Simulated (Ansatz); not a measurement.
A short molecular-dynamics run on CH3BOS (`OB1CS1`).

```yaml
crystal:
  periodic: [false, false, false]
  atoms:
    - {symbol: O, position_ang: [-1.350878, 0.665472, -1.019497]}
    - {symbol: B, position_ang: [-0.440250, -0.112422, -0.418951]}
    - {symbol: C, position_ang: [0.728032, -0.232298, 0.561564]}
    - {symbol: S, position_ang: [0.117992, -1.772767, -0.333787]}
    - {symbol: H, position_ang: [-1.299097, 1.587528, -0.754321]}
    - {symbol: H, position_ang: [0.568433, -0.263585, 1.636092]}
    - {symbol: H, position_ang: [1.737069, 0.059972, 0.283199]}
basis:
  gaussian: {orbitals: "6-31G*"}
magnetization: {spin_polarized: true, initial_magnetization: 0}
hamiltonian: {xc: {name: revPBE}, dispersion: d4}
md: {timestep: 2 fs, n_steps: 50, ensemble: nve, temperature: 700, initial_velocities: maxwell_boltzmann, seed: 587}
```

```sh
$ ansatz run in.yaml --threads 2 --pin off --events-out ev --progress --plain --max-ram 4352MiB
```

```json
{"step": "0", "time (fs)": "0.0", "potential energy (eV)": "-14642.4249", "kinetic (eV)": "0.4524", "T (K)": "700", "conserved (eV)": "-14641.9725"}
{"step": "1", "time (fs)": "2.0", "potential energy (eV)": "-14642.3174", "kinetic (eV)": "0.3642", "T (K)": "563", "conserved (eV)": "-14641.9532"}
{"step": "2", "time (fs)": "4.0", "potential energy (eV)": "-14642.1732", "kinetic (eV)": "0.2320", "T (K)": "359", "conserved (eV)": "-14641.9412"}
{"step": "3", "time (fs)": "6.0", "potential energy (eV)": "-14642.1671", "kinetic (eV)": "0.2087", "T (K)": "323", "conserved (eV)": "-14641.9583"}
{"step": "4", "time (fs)": "8.0", "potential energy (eV)": "-14642.1048", "kinetic (eV)": "0.1619", "T (K)": "251", "conserved (eV)": "-14641.9429"}
{"step": "5", "time (fs)": "10.0", "potential energy (eV)": "-14642.1800", "kinetic (eV)": "0.2205", "T (K)": "341", "conserved (eV)": "-14641.9595"}
{"step": "6", "time (fs)": "12.0", "potential energy (eV)": "-14642.2129", "kinetic (eV)": "0.2533", "T (K)": "392", "conserved (eV)": "-14641.9596"}
{"step": "7", "time (fs)": "14.0", "potential energy (eV)": "-14642.1343", "kinetic (eV)": "0.1883", "T (K)": "291", "conserved (eV)": "-14641.9461"}
{"step": "8", "time (fs)": "16.0", "potential energy (eV)": "-14642.1619", "kinetic (eV)": "0.2116", "T (K)": "327", "conserved (eV)": "-14641.9503"}
{"step": "9", "time (fs)": "18.0", "potential energy (eV)": "-14642.1856", "kinetic (eV)": "0.2233", "T (K)": "346", "conserved (eV)": "-14641.9623"}
{"step": "10", "time (fs)": "20.0", "potential energy (eV)": "-14642.1565", "kinetic (eV)": "0.2181", "T (K)": "337", "conserved (eV)": "-14641.9384"}
{"step": "11", "time (fs)": "22.0", "potential energy (eV)": "-14642.2597", "kinetic (eV)": "0.2924", "T (K)": "452", "conserved (eV)": "-14641.9673"}
{"step": "12", "time (fs)": "24.0", "potential energy (eV)": "-14642.1561", "kinetic (eV)": "0.2180", "T (K)": "337", "conserved (eV)": "-14641.9381"}
{"step": "13", "time (fs)": "26.0", "potential energy (eV)": "-14642.1743", "kinetic (eV)": "0.2222", "T (K)": "344", "conserved (eV)": "-14641.9521"}
{"step": "14", "time (fs)": "28.0", "potential energy (eV)": "-14642.1659", "kinetic (eV)": "0.2079", "T (K)": "322", "conserved (eV)": "-14641.9580"}
{"step": "15", "time (fs)": "30.0", "potential energy (eV)": "-14642.1290", "kinetic (eV)": "0.1975", "T (K)": "306", "conserved (eV)": "-14641.9315"}
{"step": "16", "time (fs)": "32.0", "potential energy (eV)": "-14642.2807", "kinetic (eV)": "0.3227", "T (K)": "499", "conserved (eV)": "-14641.9579"}
{"step": "17", "time (fs)": "34.0", "potential energy (eV)": "-14642.3032", "kinetic (eV)": "0.3500", "T (K)": "542", "conserved (eV)": "-14641.9532"}
{"step": "18", "time (fs)": "36.0", "potential energy (eV)": "-14642.2803", "kinetic (eV)": "0.3362", "T (K)": "520", "conserved (eV)": "-14641.9441"}
{"step": "19", "time (fs)": "38.0", "potential energy (eV)": "-14642.2909", "kinetic (eV)": "0.3220", "T (K)": "498", "conserved (eV)": "-14641.9689"}
{"step": "20", "time (fs)": "40.0", "potential energy (eV)": "-14642.1093", "kinetic (eV)": "0.1823", "T (K)": "282", "conserved (eV)": "-14641.9270"}
{"step": "21", "time (fs)": "42.0", "potential energy (eV)": "-14642.1095", "kinetic (eV)": "0.1541", "T (K)": "238", "conserved (eV)": "-14641.9554"}
{"step": "22", "time (fs)": "44.0", "potential energy (eV)": "-14642.0699", "kinetic (eV)": "0.1260", "T (K)": "195", "conserved (eV)": "-14641.9439"}
{"step": "23", "time (fs)": "46.0", "potential energy (eV)": "-14642.1016", "kinetic (eV)": "0.1587", "T (K)": "246", "conserved (eV)": "-14641.9429"}
{"step": "24", "time (fs)": "48.0", "potential energy (eV)": "-14642.2007", "kinetic (eV)": "0.2414", "T (K)": "374", "conserved (eV)": "-14641.9593"}
{"step": "25", "time (fs)": "50.0", "potential energy (eV)": "-14642.1882", "kinetic (eV)": "0.2453", "T (K)": "380", "conserved (eV)": "-14641.9429"}
{"step": "26", "time (fs)": "52.0", "potential energy (eV)": "-14642.2291", "kinetic (eV)": "0.2785", "T (K)": "431", "conserved (eV)": "-14641.9506"}
{"step": "27", "time (fs)": "54.0", "potential energy (eV)": "-14642.2683", "kinetic (eV)": "0.3158", "T (K)": "489", "conserved (eV)": "-14641.9524"}
{"step": "28", "time (fs)": "56.0", "potential energy (eV)": "-14642.2749", "kinetic (eV)": "0.3301", "T (K)": "511", "conserved (eV)": "-14641.9448"}
{"step": "29", "time (fs)": "58.0", "potential energy (eV)": "-14642.3440", "kinetic (eV)": "0.3855", "T (K)": "597", "conserved (eV)": "-14641.9585"}
{"step": "30", "time (fs)": "60.0", "potential energy (eV)": "-14642.2869", "kinetic (eV)": "0.3318", "T (K)": "513", "conserved (eV)": "-14641.9552"}
{"step": "31", "time (fs)": "62.0", "potential energy (eV)": "-14642.1335", "kinetic (eV)": "0.1896", "T (K)": "293", "conserved (eV)": "-14641.9438"}
{"step": "32", "time (fs)": "64.0", "potential energy (eV)": "-14642.0659", "kinetic (eV)": "0.1144", "T (K)": "177", "conserved (eV)": "-14641.9516"}
{"step": "33", "time (fs)": "66.0", "potential energy (eV)": "-14642.0191", "kinetic (eV)": "0.0818", "T (K)": "127", "conserved (eV)": "-14641.9373"}
{"step": "34", "time (fs)": "68.0", "potential energy (eV)": "-14642.1175", "kinetic (eV)": "0.1673", "T (K)": "259", "conserved (eV)": "-14641.9502"}
{"step": "35", "time (fs)": "70.0", "potential energy (eV)": "-14642.2179", "kinetic (eV)": "0.2676", "T (K)": "414", "conserved (eV)": "-14641.9502"}
{"step": "36", "time (fs)": "72.0", "potential energy (eV)": "-14642.2703", "kinetic (eV)": "0.3124", "T (K)": "483", "conserved (eV)": "-14641.9580"}
{"step": "37", "time (fs)": "74.0", "potential energy (eV)": "-14642.2369", "kinetic (eV)": "0.2907", "T (K)": "450", "conserved (eV)": "-14641.9462"}
{"step": "38", "time (fs)": "76.0", "potential energy (eV)": "-14642.2303", "kinetic (eV)": "0.2809", "T (K)": "435", "conserved (eV)": "-14641.9494"}
{"step": "39", "time (fs)": "78.0", "potential energy (eV)": "-14642.2387", "kinetic (eV)": "0.2929", "T (K)": "453", "conserved (eV)": "-14641.9457"}
{"step": "40", "time (fs)": "80.0", "potential energy (eV)": "-14642.2830", "kinetic (eV)": "0.3236", "T (K)": "501", "conserved (eV)": "-14641.9593"}
{"step": "41", "time (fs)": "82.0", "potential energy (eV)": "-14642.2135", "kinetic (eV)": "0.2676", "T (K)": "414", "conserved (eV)": "-14641.9459"}
{"step": "42", "time (fs)": "84.0", "potential energy (eV)": "-14642.1669", "kinetic (eV)": "0.2153", "T (K)": "333", "conserved (eV)": "-14641.9516"}
{"step": "43", "time (fs)": "86.0", "potential energy (eV)": "-14642.1017", "kinetic (eV)": "0.1582", "T (K)": "245", "conserved (eV)": "-14641.9434"}
{"step": "44", "time (fs)": "88.0", "potential energy (eV)": "-14642.1111", "kinetic (eV)": "0.1653", "T (K)": "256", "conserved (eV)": "-14641.9458"}
{"step": "45", "time (fs)": "90.0", "potential energy (eV)": "-14642.1741", "kinetic (eV)": "0.2270", "T (K)": "351", "conserved (eV)": "-14641.9471"}
{"step": "46", "time (fs)": "92.0", "potential energy (eV)": "-14642.2529", "kinetic (eV)": "0.2970", "T (K)": "459", "conserved (eV)": "-14641.9560"}
{"step": "47", "time (fs)": "94.0", "potential energy (eV)": "-14642.2681", "kinetic (eV)": "0.3188", "T (K)": "493", "conserved (eV)": "-14641.9493"}
{"step": "48", "time (fs)": "96.0", "potential energy (eV)": "-14642.2493", "kinetic (eV)": "0.2959", "T (K)": "458", "conserved (eV)": "-14641.9533"}
{"step": "49", "time (fs)": "98.0", "potential energy (eV)": "-14642.1804", "kinetic (eV)": "0.2389", "T (K)": "370", "conserved (eV)": "-14641.9415"}
{"step": "50", "time (fs)": "100.0", "potential energy (eV)": "-14642.1967", "kinetic (eV)": "0.2438", "T (K)": "377", "conserved (eV)": "-14641.9529"}
```

Velocities are drawn at the set temperature; a run this short doesn't reach equilibrium.

Frames (Å, forces in eV/Å):

```xyz
7
time=0.0 fs
O    -1.351    0.665   -1.019   -0.755   -0.373   -0.741
B    -0.440   -0.112   -0.419    0.136    0.238    0.175
C     0.728   -0.232    0.562    0.122    0.309    0.179
S     0.118   -1.773   -0.334   -0.030   -1.017   -0.269
H    -1.299    1.588   -0.754    0.134    0.733    0.291
H     0.568   -0.264    1.636   -0.012   -0.002    0.423
H     1.737    0.060    0.283    0.404    0.113   -0.058
7
time=4.0 fs
O    -1.360    0.684   -1.024   -0.643    0.946   -0.398
B    -0.442   -0.084   -0.417   -0.164   -0.200    0.145
C     0.714   -0.246    0.537    2.925    1.268    1.943
S     0.125   -1.790   -0.326   -0.070   -0.218   -0.696
H    -1.361    1.655   -0.800    0.260   -0.965    0.011
H     0.666   -0.357    1.646   -0.643    0.170   -0.362
H     1.802    0.201    0.417   -1.666   -1.000   -0.643
7
time=8.0 fs
O    -1.376    0.707   -1.033   -0.119   -1.359   -0.497
B    -0.446   -0.059   -0.413   -0.196   -0.770    0.234
C     0.732   -0.245    0.535   -1.187   -0.222    1.844
S     0.133   -1.808   -0.321   -0.160    0.626   -0.934
H    -1.387    1.640   -0.831    0.244    0.987    0.452
H     0.670   -0.425    1.619   -0.741    0.312    0.150
H     1.668    0.214    0.453    2.158    0.426   -1.249
7
time=12.0 fs
O    -1.392    0.722   -1.046    0.402    0.433    0.384
B    -0.452   -0.044   -0.407   -0.067   -1.027    0.089
C     0.743   -0.244    0.555    0.516    0.824   -0.127
S     0.139   -1.823   -0.321   -0.354    1.249   -0.815
H    -1.375    1.697   -0.810    0.182   -1.110   -0.075
H     0.572   -0.444    1.613    0.146    0.569    0.375
H     1.749    0.242    0.321   -0.826   -0.938    0.169
7
time=16.0 fs
O    -1.405    0.738   -1.056    0.912   -1.970    0.375
B    -0.459   -0.044   -0.399   -0.011   -1.113   -0.283
C     0.756   -0.234    0.576   -0.338    0.370   -0.671
S     0.143   -1.833   -0.325   -0.563    1.665   -0.417
H    -1.334    1.652   -0.786    0.112    1.113    0.362
H     0.494   -0.378    1.650    0.870    0.563   -0.397
H     1.765    0.160    0.205   -0.982   -0.628    1.030
7
time=20.0 fs
O    -1.409    0.740   -1.061    1.344    0.110    1.353
B    -0.467   -0.060   -0.394    0.159   -0.846   -0.514
C     0.760   -0.221    0.589   -3.263   -0.575   -0.776
S     0.145   -1.834   -0.330   -0.782    1.658    0.052
H    -1.282    1.685   -0.732   -0.201   -1.083   -0.432
H     0.536   -0.232    1.648    0.450   -0.018    0.537
H     1.699    0.003    0.211    2.293    0.754   -0.219
7
time=24.0 fs
O    -1.400    0.738   -1.055    0.988   -2.285    0.547
B    -0.472   -0.087   -0.398    0.157   -0.300   -0.684
C     0.734   -0.213    0.591    1.698    0.362   -0.777
S     0.144   -1.828   -0.336   -0.876    1.224    0.410
H    -1.253    1.620   -0.721    0.082    1.316    0.362
H     0.650   -0.087    1.700   -0.102   -0.574   -0.549
H     1.844   -0.068    0.231   -1.948    0.256    0.692
7
time=28.0 fs
O    -1.381    0.722   -1.041    0.772    0.284    0.937
B    -0.475   -0.118   -0.410    0.407    0.389   -0.282
C     0.725   -0.201    0.583   -0.240    0.153    0.491
S     0.138   -1.815   -0.339   -0.677    0.478    0.485
H    -1.224    1.654   -0.691   -0.210   -1.098   -0.442
H     0.743   -0.027    1.688   -0.923   -0.788   -0.278
H     1.760   -0.094    0.331    0.871    0.582   -0.911
7
time=32.0 fs
O    -1.356    0.704   -1.020   -0.356   -1.580   -0.557
B    -0.472   -0.144   -0.426    0.561    0.781    0.219
C     0.714   -0.187    0.578    0.969   -0.009   -0.883
S     0.128   -1.801   -0.340   -0.281   -0.285    0.392
H    -1.218    1.589   -0.703    0.206    1.278    0.469
H     0.704   -0.082    1.653   -0.788   -0.513    0.841
H     1.777   -0.033    0.312   -0.311    0.328   -0.481
7
time=36.0 fs
O    -1.333    0.677   -1.002   -0.959    1.538   -0.487
B    -0.461   -0.160   -0.439    0.643    0.900    0.715
C     0.711   -0.174    0.567    1.477   -0.103    0.423
S     0.118   -1.788   -0.340    0.206   -1.052    0.103
H    -1.195    1.617   -0.679   -0.098   -1.100   -0.303
H     0.555   -0.213    1.696    0.329    0.043   -1.243
H     1.791    0.077    0.217   -1.598   -0.225    0.792
7
time=40.0 fs
O    -1.320    0.661   -0.990   -1.570   -0.278   -1.477
B    -0.441   -0.162   -0.443    0.271    0.775    0.744
C     0.722   -0.163    0.559   -2.843   -1.412    0.198
S     0.108   -1.780   -0.339    0.643   -1.559   -0.281
H    -1.179    1.548   -0.679    0.140    1.266    0.427
H     0.449   -0.338    1.594    0.657    0.524    0.600
H     1.632    0.172    0.215    2.701    0.685   -0.210
7
time=44.0 fs
O    -1.321    0.648   -0.990   -0.956    1.944   -0.543
B    -0.418   -0.153   -0.436   -0.659    0.850    0.126
C     0.711   -0.165    0.551    1.564    0.264   -0.271
S     0.102   -1.779   -0.339    0.889   -1.704   -0.458
H    -1.155    1.575   -0.647   -0.310   -0.921   -0.424
H     0.436   -0.390    1.576    0.677    0.696    0.650
H     1.721    0.313    0.234   -1.205   -1.129    0.920
7
time=48.0 fs
O    -1.331    0.649   -0.996   -0.727   -0.237   -0.840
B    -0.404   -0.133   -0.428   -1.265    0.392   -0.390
C     0.716   -0.166    0.542    0.598   -0.317    2.628
S     0.100   -1.786   -0.341    0.899   -1.015   -0.304
H    -1.168    1.529   -0.656   -0.090    1.147    0.221
H     0.519   -0.339    1.649    0.249    0.567   -1.049
H     1.688    0.310    0.366    0.336   -0.538   -0.266
7
time=52.0 fs
O    -1.348    0.652   -1.009   -0.240    1.462    0.040
B    -0.407   -0.107   -0.424   -0.464   -0.236   -0.102
C     0.726   -0.171    0.561    0.542    0.027    0.024
S     0.102   -1.798   -0.345    0.637    0.020    0.113
H    -1.207    1.580   -0.659   -0.334   -0.750   -0.469
H     0.630   -0.212    1.615   -0.912   -0.322    1.495
H     1.725    0.235    0.459    0.772   -0.201   -1.100
7
time=56.0 fs
O    -1.368    0.667   -1.023   -0.115   -0.459   -0.260
B    -0.417   -0.085   -0.421    0.320   -0.657    0.136
C     0.743   -0.176    0.586    1.813    0.532    0.852
S     0.107   -1.810   -0.348    0.216    0.907    0.450
H    -1.286    1.575   -0.712   -0.030    0.762    0.148
H     0.624   -0.123    1.718   -0.334   -0.439   -1.089
H     1.862    0.130    0.400   -1.870   -0.646   -0.237
7
time=60.0 fs
O    -1.388    0.679   -1.039    0.339    0.341    0.432
B    -0.422   -0.071   -0.417    0.666   -0.547    0.251
C     0.778   -0.176    0.620   -2.615   -0.478   -0.718
S     0.113   -1.818   -0.349   -0.269    1.326    0.534
H    -1.376    1.635   -0.759    0.138   -0.765   -0.147
H     0.566   -0.100    1.701    0.230   -0.367   -0.169
H     1.774   -0.058    0.297    1.511    0.489   -0.183
7
time=64.0 fs
O    -1.405    0.692   -1.051    0.940   -1.461    0.464
B    -0.418   -0.065   -0.410    0.201   -0.149   -0.142
C     0.790   -0.181    0.640   -0.631   -0.619   -3.239
S     0.117   -1.819   -0.347   -0.685    1.319    0.453
H    -1.442    1.629   -0.812    0.273    0.378    0.291
H     0.535   -0.131    1.681    0.475   -0.219    0.936
H     1.819   -0.187    0.191   -0.573    0.752    1.237
7
time=68.0 fs
O    -1.413    0.693   -1.058    1.173   -0.730    0.866
B    -0.412   -0.061   -0.405   -0.319    0.116   -0.430
C     0.789   -0.193    0.626   -0.993   -0.651   -0.073
S     0.119   -1.814   -0.344   -0.692    1.216    0.301
H    -1.468    1.654   -0.830    0.378   -0.603    0.105
H     0.578   -0.195    1.759    0.620   -0.098   -1.495
H     1.826   -0.204    0.244   -0.167    0.752    0.727
7
time=72.0 fs
O    -1.410    0.684   -1.057    1.150   -1.109    0.669
B    -0.410   -0.056   -0.405   -0.499   -0.066   -0.417
C     0.775   -0.214    0.607   -0.294   -0.361   -1.252
S     0.117   -1.803   -0.339   -0.391    1.054    0.111
H    -1.440    1.630   -0.823    0.239    0.096    0.195
H     0.698   -0.276    1.666   -0.717   -0.101    1.333
H     1.829   -0.105    0.395    0.512    0.487   -0.639
7
time=76.0 fs
O    -1.396    0.665   -1.051    0.579    0.124    0.431
B    -0.415   -0.052   -0.412   -0.247   -0.621   -0.003
C     0.758   -0.239    0.578    2.114    0.437    1.332
S     0.114   -1.788   -0.333   -0.062    0.540   -0.295
H    -1.375    1.615   -0.788    0.031   -0.287   -0.061
H     0.727   -0.367    1.696   -0.833    0.209   -0.651
H     1.878    0.057    0.460   -1.582   -0.402   -0.753
7
time=80.0 fs
O    -1.377    0.646   -1.040   -0.306    0.927   -0.157
B    -0.422   -0.057   -0.417    0.491   -1.345    0.728
C     0.763   -0.259    0.562   -1.035    0.325    1.729
S     0.110   -1.770   -0.329    0.168   -0.266   -0.771
H    -1.307    1.584   -0.755   -0.179   -0.051   -0.151
H     0.635   -0.429    1.668   -0.209    0.505   -0.683
H     1.735    0.170    0.411    1.069   -0.094   -0.695
7
time=84.0 fs
O    -1.361    0.634   -1.032   -0.653    1.060   -0.434
B    -0.424   -0.081   -0.414    0.345   -0.986    0.653
C     0.761   -0.273    0.564   -0.043    1.550   -1.241
S     0.107   -1.753   -0.329    0.302   -1.377   -0.977
H    -1.262    1.562   -0.738   -0.235    0.182   -0.125
H     0.506   -0.420    1.578    0.292    0.419    1.669
H     1.699    0.253    0.268   -0.009   -0.848    0.455
7
time=88.0 fs
O    -1.350    0.631   -1.027   -0.333    1.042   -0.101
B    -0.422   -0.117   -0.402   -0.798    0.803   -0.184
C     0.755   -0.270    0.559   -0.292    1.284    1.341
S     0.105   -1.743   -0.333    0.517   -2.524   -0.694
H    -1.251    1.572   -0.738   -0.159   -0.350   -0.184
H     0.436   -0.341    1.658    1.254    0.498   -1.120
H     1.691    0.225    0.183   -0.189   -0.754    0.943
7
time=92.0 fs
O    -1.343    0.637   -1.024   -0.347   -0.149   -0.270
B    -0.430   -0.142   -0.392   -1.090    2.034   -0.613
C     0.743   -0.251    0.567   -0.665    0.534   -0.031
S     0.106   -1.744   -0.340    0.528   -2.869   -0.088
H    -1.262    1.565   -0.756    0.051    0.357    0.141
H     0.536   -0.195    1.619    0.216   -0.192    0.906
H     1.686    0.097    0.221    1.308    0.285   -0.045
7
time=96.0 fs
O    -1.339    0.642   -1.023   -0.769    0.998   -0.312
B    -0.452   -0.140   -0.389    0.125    1.397   -0.143
C     0.728   -0.223    0.576    2.178    0.922    0.311
S     0.109   -1.759   -0.348    0.185   -1.964    0.422
H    -1.266    1.594   -0.757    0.036   -0.621   -0.085
H     0.678   -0.074    1.678   -0.422   -0.730   -0.280
H     1.813   -0.007    0.273   -1.333   -0.002    0.086
7
time=100.0 fs
O    -1.343    0.655   -1.027   -1.150    0.152   -0.770
B    -0.473   -0.119   -0.389    1.591   -0.268    0.537
C     0.737   -0.185    0.588    0.198    0.037    1.116
S     0.113   -1.784   -0.354   -0.262   -0.390    0.617
H    -1.263    1.578   -0.760    0.056    0.629    0.187
H     0.754   -0.057    1.723   -0.829   -0.737   -0.971
H     1.785   -0.102    0.327    0.396    0.577   -0.715
```

It took 74 s on 2 threads of an Arm Neoverse V1 on a shared host, with 0.13 GiB of host memory at the peak.
